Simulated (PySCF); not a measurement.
## Working out the ionisation energy of Bi

Bi [Xe] 4f14 5d10 6s2 6p3 (4S) → Bi⁺ [Xe] 4f14 5d10 6s2 6p2 (3P). All numbers are calculated (PySCF 2.14, scalar relativity by spin-free X2C-1e, in aug-cc-pwCVTZ-DK3). Frozen: [Kr] 4d10 4f14. Energies in hartree (1 hartree = 27.21139 eV):

```json
{"part": "UHF", "Bi (lower)": "-21527.122689", "Bi⁺ (upper)": "-21526.820890"}
{"part": "MP2 opposite-spin", "Bi (lower)": "-0.446543", "Bi⁺ (upper)": "-0.439034"}
{"part": "MP2 same-spin", "Bi (lower)": "-0.249261", "Bi⁺ (upper)": "-0.236862"}
```

What does Hartree-Fock give?

(-21526.820890) − (-21527.122689) = 0.301799 hartree = 8.212 eV.

What do MP2 and SCS-MP2 (6/5 opposite-spin, 1/3 same-spin) give?

The opposite-spin parts differ by 0.204 eV and the same-spin parts by 0.337 eV. MP2: 8.212 + (0.204) + (0.337) = 8.753 eV. SCS-MP2: 8.212 + 1.2 × (0.204) + (0.337)/3 = 8.569 eV.

Reference: 7.286 eV (measured; NIST Atomic Spectra Database, ionization energies), between the lowest levels; spin-orbit coupling is absent from the calculation.

What remains against the reference includes basis incompleteness, the frozen core and correlation beyond second order.
